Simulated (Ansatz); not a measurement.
System: SbH₃, charge 1, doublet. SbH3+ (parent SMILES [SbH3], doublet).
B3LYP-D3(BJ)/def2-TZVP minimum from Ansatz (a program for electronic structure):
```
Sb
H 1 1.6833
H 1 1.6833 2 109.81
H 1 1.6833 2 109.81 3 -120.83
```
Charge +1, spin multiplicity 2.

Total energies in def2-TZVPP, 7 correlated electrons, 9 frozen orbitals. Radicals and triplets start from unrestricted determinants; spin-orbit coupling is neglected. Cores are frozen in correlated methods (noble-gas shells, and filled d and f shells in the p block). Past Kr the def2 sets carry scalar-relativistic core potentials. Spin-orbit terms, left out, reach several kcal/mol for Br and I, and more for heavier atoms. The spin of H3Sb+ (parent SMILES [SbH3], doublet) was assumed, and the state is the lowest solution found for it.

```tsv
method	program	energy (Eh)	minus CCSDT(Q) (mEh)
HF	Ansatz	-240.67796	139.16
MP2	Ansatz	-240.78751	29.61
CCSD	Ansatz	-240.81295	4.17
CCSD(T)	Ansatz	-240.81629	0.83
CCSDT(Q)	Ansatz	-240.81712	0.00
```

Rough core times of Ansatz's runs on a shared machine: CCSD(T) under 20 s, CCSDT(Q) 3 min.
